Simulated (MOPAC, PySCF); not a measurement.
C₂H₁₈Ge₆, SMILES `[GeH2]([GeH2][GeH2][GeH2][CH3])[GeH2][GeH2][CH3]`, neutral singlet in the gas phase. 

Cartesian coordinates (Å):
```xyz
26

C     -4.3957    -2.0432     0.1759
Ge    -4.9188    -0.1691    -0.0435
Ge    -2.9991     1.2899    -0.3223
Ge    -3.6738     3.5967    -0.6523
Ge    -1.7864     5.1174    -0.7482
Ge    -2.4781     7.3919    -1.2339
Ge    -0.6473     8.9706    -1.0218
C     -1.2020    10.7965    -1.4599
H     -5.2881    -2.6734     0.3010
H     -3.7555    -2.1585     1.0618
H     -3.8401    -2.3894    -0.7070
H     -5.7171     0.2998     1.1917
H     -5.8331    -0.0226    -1.2784
H     -2.1582     0.8391    -1.5367
H     -2.0884     1.2071     0.9222
H     -4.6013     4.0322     0.5025
H     -4.4852     3.7061    -1.9608
H     -1.0451     5.0788     0.6052
H     -0.7944     4.6439    -1.8316
H     -3.6180     7.7822    -0.2676
H     -3.0570     7.4359    -2.6650
H      0.4978     8.5314    -1.9587
H     -0.1192     8.9157     0.4275
H     -1.5635    10.8465    -2.4967
H     -2.0108    11.1198    -0.7894
H     -0.3536    11.4872    -1.3481
```
Charge 0, multiplicity 1.

All levels are single points at this geometry (PBE0-D3(BJ)/def2-SVP); Pople sets use spherical d functions. Orbital energies aren't observables, and empty levels follow the basis.

| level | HOMO (eV) | LUMO (eV) | gap (eV) | dipole (D) | vertical IE, Delta-SCF (eV) |
|---|---|---|---|---|---|
| PBE0-D4/def2-TZVP in PySCF | -6.91 | -0.68 | 6.23 | 0.04 | 8.21 |
| TPSSh-D3(BJ)/def2-TZVP in PySCF | -6.42 | -1.00 | 5.41 | 0.04 | 8.02 |
| B3LYP/LANL2DZ in PySCF | -6.80 | -0.63 | 6.17 | 0.03 | – |
| BP86/6-31G* in PySCF | -5.88 | -1.34 | 4.54 | 0.05 | – |
| M06-2X/6-31G* in PySCF | -7.65 | 0.17 | 7.83 | 0.04 | – |
| HF/3-21G in PySCF | -8.84 | 2.40 | 11.24 | 0.03 | – |
| HF/6-31G* in PySCF | -8.85 | 2.50 | 11.34 | 0.04 | 7.92 |
| HF/STO-3G in PySCF | -6.99 | 8.43 | 15.42 | 0.03 | – |
| PM7 in MOPAC | -9.76 | -3.48 | 6.28 | 0.08 | – |
